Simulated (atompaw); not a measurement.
**Reading a pseudo-wave (beryllium (Be))**

Columns: radius, all-electron u(r) and pseudo u(r) of the 2s shell (level -5.60 eV) of beryllium in the configuration [He] 2s2 2p0; LDA (PW92), scalar-relativistic, PAW (atompaw) scheme, atompaw 4.2.0.5.

```
r (bohr)  all-electron  pseudo
   0.115       -0.2131  0.0688
   0.231       -0.2550  0.1373
   0.346       -0.2097  0.2034
   0.462       -0.1225  0.2675
   0.577       -0.0199  0.3277
   0.692        0.0849  0.3838
   0.808        0.1853  0.4358
   0.923        0.2757  0.4823
   1.038        0.3552  0.5233
   1.154        0.4240  0.5589
   1.269        0.4810  0.5884
   1.385        0.5279  0.6124
   1.500        0.5645  0.6305
   1.615        0.5922  0.6432
   1.731        0.6120  0.6508
   1.846        0.6245  0.6537
   1.962        0.6308  0.6523
   2.077        0.6318  0.6472
   2.192        0.6282  0.6388
   2.308        0.6206  0.6276
   2.423        0.6100  0.6142
   2.538        0.5967  0.5990
   2.654        0.5812  0.5822
   2.769        0.5641  0.5645
   2.885        0.5456  0.5457
   3.000        0.5264  0.5264
```

Task: How many radial nodes do the two functions have?

Result: The all-electron 2s function has n − l − 1 = 1; the pseudo-wave has 0, since the states of the same l below it are removed with the core.

Task: Is the pseudo-wave norm-conserving?

Result: No, it belongs to a PAW set: the norm inside the radius is not constrained, and the difference is carried by the augmentation charge.
